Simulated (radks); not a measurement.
Values are calculated unless marked as measured or tabulated.
The mercury ion Hg3+, configuration [Xe] 4f14 5d8 5f1 (not the ground configuration).

Level of theory: scalar-relativistic Kohn-Sham, r2SCAN, spin-unpolarised, spherical densities, finite nucleus; meta-GGA in the generalised Kohn-Sham scheme; Fermi nuclear charge, rms radius 5.4648 fm (a radial shooting solver on a logarithmic mesh with Libxc functionals).

Energy parts (hartree):
total: -19616.5426
kinetic: 22009.3055
electron-nucleus: -48740.3270
Hartree: 7483.8426
exchange-correlation: -369.3638

Orbitals (lengths in bohr, moments of r in powers of bohr; r(max) is where P^2 peaks):
orbital,occ.,eigenvalue (hartree),r(max),<r^4>
1s,2,-3060.610,0.01022,3.999e-07
2s,2,-544.8331,0.05913,0.00005828
2p,6,-470.0407,0.04906,0.00004767
3s,2,-130.9209,0.1666,0.002095
3p,6,-109.2158,0.1662,0.002318
3d,10,-86.30959,0.1356,0.001786
4s,2,-30.26940,0.3757,0.04655
4p,6,-23.12224,0.3956,0.06223
4d,10,-14.59093,0.4027,0.08548
4f,14,-5.14994,0.3675,0.1578
5s,2,-5.99129,0.8276,1.189
5p,6,-4.05211,0.9251,2.097
5d,8,-1.82137,1.130,6.926
5f,1,-0.43993,3.310,444.0

The highest occupied level is 5f at -11.971 eV. The electron density at the nucleus is 2.499e+06 e/bohr^3 (large components only).
